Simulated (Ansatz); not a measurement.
Reaction (formal exchange of groups at a Te–C bond): `[TeH]CI` + `OCF` → `OC(F)[TeH]` + `CI`

Calculated with Ansatz (gas phase, PBE0-D4/def2-TZVP geometries, no zero-point term in ΔE). CCSD(T)/CBS adds triple-zeta CCSD(T) − MP2 to the extrapolated MP2 energy (def2 sets, frozen cores). Functionals use def2-TZVPP. Elements past krypton have def2 core potentials. For I, Te outer-core shells are correlated without core-valence functions, which leaves a few kJ/mol of doubt a bond. One conformer a species, not always the lowest.

`[TeH]CI`:

Cartesian coordinates in Å:
```
Te 0.128 1.690 -0.274
C 0.003 -0.435 -0.367
I -1.526 -1.368 0.799
H 0.649 1.678 1.299
H 0.943 -0.873 -0.052
H -0.196 -0.692 -1.405
```

`OCF`:

Z-matrix (Å, degrees):
```
C
F 1 1.381
O 1 1.370 2 111.1
H 1 1.091 2 107.8 3 -117.4
H 1 1.096 2 106.3 3 123.2
H 3 0.962 1 109.3 2 70.7
```

`OC(F)[TeH]`:

Cartesian coordinates in Å:
```
O -1.137 1.030 -0.210
C -0.160 0.122 -0.468
F -0.659 -1.150 -0.526
Te 1.397 0.178 1.079
H -1.480 0.882 0.680
H 0.275 0.362 -1.437
H 1.764 -1.424 0.881
```

`CI`:

```xyz
5

C    -0.161   -0.078   -0.141
I     1.338    0.654    1.181
H    -0.166    0.560   -1.019
H     0.100   -1.100   -0.401
H    -1.112   -0.036    0.381
```

CCSD(T)/CBS gives +3.0 kJ/mol.

Problem. Another level gave -4.2 kJ/mol. Which?
A. PBE-D4/def2-TZVPP
B. CAM-B3LYP-D4/def2-TZVPP
C. CCSD(T)/def2-TZVPP
D. MP2/def2-TZVPP

Solution. B. CAM-B3LYP-D4 -4.2, CCSD(T)/def2-TZVPP 1.3, PBE-D4 -8.8, MP2/def2-TZVPP 6.9 kJ/mol.

Problem. What do rigid-rotor, harmonic-oscillator terms from PBE0-D4/def2-TZVP frequencies (298.15 K, 1 bar) make of the CCSD(T)/CBS value? (Estimate.)

Solution. The calculation gave: ΔZPE = -2.6 kJ/mol, ΔH = +0.6 kJ/mol, ΔS = -11 J/(mol·K), ΔG = +3.9 kJ/mol.

Largest T1 diagnostic among the species: 0.012.

From BLYP to BHLYP (50 % exact exchange), in def2-TZVPP and without D4, ΔE moves by +7.8 kJ/mol. Leaving LDA and LC-ωPBE aside and taking each functional with its dispersion term where it has one, the values, not all of them listed here, spread over 12.4 kJ/mol, from r2SCAN-D4 to BHLYP-D4. LDA lies −3.5 kJ/mol from PBE without D4.
